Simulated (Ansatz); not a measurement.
`FC([SiH3])(Cl)Cl` → `Cl[C]Cl` + `F[SiH3]` at 700 K and 1 bar (formal loss of a carbene).

Calculated with Ansatz (gas phase, PBE0-D4/def2-TZVP geometries, no zero-point term in ΔE). CCSD(T)/CBS is the MP2 limit (def2-TZVPP, def2-QZVPP) plus CCSD(T) − MP2 in def2-TZVPP, frozen cores. This one scheme is used for every species.

| species | CCSD(T)/CBS energy (Eh) | H − E (kJ/mol) | S (J/(mol·K)) |
| --- | --- | --- | --- |
| `FC([SiH3])(Cl)Cl` | -1348.25786 | 164.9 | 451.0 |
| `Cl[C]Cl` | -957.49147 | 43.3 | 308.1 |
| `F[SiH3]` | -390.72345 | 108.4 | 291.4 |

H − E and S are ideal-gas, rigid-rotor, harmonic terms from PBE0-D4/def2-TZVP. 1 Eh = 2625.50 kJ/mol, R = 8.31446 J/(mol·K).

Q: By hand: ΔE, ΔH, ΔS and ΔG.

A: ΔE = (-957.49147) + (-390.72345) − (-1348.25786) = 0.04294 Eh = 112.7 kJ/mol. Δ(H − E) = 43.3 + 108.4 − 164.9 = -13.2, so ΔH = 99.5 kJ/mol. ΔS = 308.1 + 291.4 − 451.0 = 148.5 J/(mol·K). ΔG = 99.5 − 700 × (148.5)/1000 = -4.5 kJ/mol.

Q: By hand: the equilibrium constant, and the temperature at which ΔG would vanish if ΔH and ΔS stayed fixed.

A: log₁₀ K = −ΔG/(RT ln 10) = 0.3. ΔG = 0 at ΔH/ΔS = 670 K.

The number of gas molecules changes by +1, which sets the sign of ΔS. The sign of ΔG lies within the doubt. A doubt of 5 kJ/mol in ΔE shifts log₁₀ K by 0.4 here. These are equilibria of isolated gas molecules and say nothing of rates. Largest T1 diagnostic: 0.020 (customary marks: 0.02 for closed shells, 0.045 for open ones).
